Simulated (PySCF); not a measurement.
Job for PySCF: R-B3LYP/LANL2DZ on FH4P (a complex), monomers drawn apart or pushed together.

```python
from pyscf import gto, scf, dft, mp
from pyscf.data.elements import chemcore

mol = gto.M(
    atom='''
    F    -1.44370064   -0.22894985   -0.24384746
    H    -0.94647269   -0.05062702    0.53323070
    P     0.74877710    0.56009464    3.18441578
    H     0.43145686   -0.05796369    4.41517444
    H     2.13434486    0.28852485    3.24698173
    H     0.84129758    1.86967365    3.70774314
    ''',
    basis='lanl2dz',
    ecp={'P': 'lanl2dz'},
    charge=0, spin=0, verbose=3, max_memory=1800)
mf = dft.RKS(mol, xc='b3lyp')
mf.conv_tol = 1e-8
mf.max_cycle = 100
mf.kernel()
if not mf.converged:
    mf = mf.newton().run(mf.mo_coeff, mf.mo_occ)
```

Program output:

```
converged SCF energy = -108.721290536113
```

The run converged.

Cost: roughly 0.9 core-seconds.
